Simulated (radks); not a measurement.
Task: Coulomb parameter of the 4d shell of neutral rhodium in the model configuration [Kr] 4d8 5s1, as a second difference U = [E(n + 0.5) + E(n - 0.5) - 2 E(n)] / (0.5)^2 with all orbitals relaxed. "Bare": the charge of the atom changes with n. "Screened": the 5s shell takes up the change at fixed total charge, which measures U(4d,4d) + U(5s,5s) - 2 U(4d,5s). Method: scalar-relativistic Kohn-Sham, PBEsol, spin-unpolarised, spherical densities, finite nucleus; Fermi nuclear charge, rms radius 4.4945 fm; computed with a radial shooting solver on a logarithmic mesh with Libxc functionals. Estimate both.

Result: U(bare) = 9.503 eV, U(screened by 5s) = 1.542 eV, against the Slater integral F0(4d,4d) = 15.717 eV with frozen orbitals. The step up makes a negative ion, whose loosely bound charge lowers the bare value.
